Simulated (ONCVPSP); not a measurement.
# Os (Z = 76): variants of one ONCV potential

Base potential:

* Element: Os (Z = 76)
* Generator: ONCVPSP 4.0.1
* Type: optimised norm-conserving Vanderbilt (ONCV)
* Functional: LDA (Perdew-Wang 92)
* Relativity: fully relativistic
* Frozen core: [Xe] 4f14
* Valence charge: 8
* Reference configuration: 5d6 6s1.5 6p0.5
* Partial waves: 6s: rc 2.65 bohr, ncon 4, nbas 8, qcut 2.5 1/bohr, 2 projectors, debl 0.9 Ha; 6p: rc 3.70 bohr, ncon 4, nbas 9, qcut 2.4 1/bohr, 3 projectors, debl 2.2 Ha; 5d: rc 1.75 bohr, ncon 3, nbas 6, qcut 6.4 1/bohr, 1 projector
* Local potential: polynomial inside 1.70 bohr (lpopt 4, dvloc0 0 Ha)
* Core correction: Teter function, fcfact 2.75, rcfact 1.8

Open shells are filled in proportion to 2j + 1.

All-electron outer shells of the reference configuration (LDA (PZ), scalar-relativistic, ld1.x):

```csv
shell,level (eV),outermost node (bohr),outermost maximum (bohr)
4f,-53.22,–,0.40
5p,-51.98,0.55,1.03
5d,-7.32,0.60,1.36
6s,-7.03,1.20,2.45
6p,-1.89,1.43,3.47
```

Cutoffs, loose and tight: the cutoffs (Ha) at which the residual kinetic energy of the hardest occupied pseudo-wave falls to 1 and 0.1 mHa per electron. They do not see the model core or the augmentation charge, which bear on the density cutoff. Test errors are all-electron minus pseudo excitation energies from the reference, over the configurations 5d6 6s2 6p0; 5d6 6s1 6p0; 5d6 6s0 6p0; 5d4 6s0 6p0. A dash means not determined; rows that change the core or the reference have their own tests. The largest error is taken over the tests solved by every variant that gives reliable tests at all: 5d6 6s0 6p0; 5d6 6s1 6p0; 5d6 6s2 6p0.

A true bound ghost makes a file unfit for plane-wave use even where its test errors are small: the radial tests pick states by their node count and pass the ghost by.

```csv
change,outcome,"cutoff, loose","cutoff, tight",bound ghosts,GHOST(+) flags above zero,largest test error (meV)
base,generated,16 Ha,22 Ha,none,"s, p3/2, p1/2",-224
"all radii but the core radius scaled by about 0.90 (s 2.38, p 3.32, d 1.58 bohr); local potential polynomial inside 1.52 bohr (lpopt 4, dvloc0 0 Ha)",generated,17 Ha,25 Ha,s,"p3/2, p1/2",-223
"all radii but the core radius scaled by about 1.03 (s 2.74, p 3.82, d 1.80 bohr); local potential polynomial inside 1.76 bohr (lpopt 4, dvloc0 0 Ha)",generated,16 Ha,20 Ha,none,"s, p3/2, p1/2",-225
"all radii but the core radius scaled by about 1.13 (s 3.00, p 4.18, d 1.98 bohr); local potential polynomial inside 1.92 bohr (lpopt 4, dvloc0 0 Ha)",generated,16 Ha,18 Ha,none,"s, p3/2, p1/2",-232
"all radii but the core radius scaled by about 1.23 (s 3.26, p 4.56, d 2.16 bohr); local potential polynomial inside 2.10 bohr (lpopt 4, dvloc0 0 Ha)",generated,15 Ha,17 Ha,none,"s, p3/2, p1/2",-246
"all radii but the core radius scaled by about 1.33 (s 3.52, p 4.92, d 2.32 bohr); local potential polynomial inside 2.26 bohr (lpopt 4, dvloc0 0 Ha)",generated,14 Ha,17 Ha,none,"s, p3/2, p1/2",-269
```

Q: What comes out with this change to the base: all radii but the core radius scaled by about 0.81 (s 2.16, p 3.02, d 1.42 bohr); local potential polynomial inside 1.38 bohr (lpopt 4, dvloc0 0 Ha)?

A: outcome: generated; cutoff, loose: 17 Ha; cutoff, tight: 20 Ha; bound ghosts: s; GHOST(+) flags above zero: p3/2, p1/2; largest test error (meV): -221.

Q: What comes out with this change to the base: all radii but the core radius scaled by about 0.96 (s 2.54, p 3.56, d 1.68 bohr); local potential polynomial inside 1.64 bohr (lpopt 4, dvloc0 0 Ha)?

A: outcome: generated; cutoff, loose: 17 Ha; cutoff, tight: 23 Ha; bound ghosts: none; GHOST(+) flags above zero: s, p3/2, p1/2; largest test error (meV): -223.

Reading the sweep of the scale of all radii but the core radius (base = 1) (base included, trends over the rows without a ghost): The loose cutoff stays near 16 Ha. Bound ghosts are found at 0.81, 0.9.
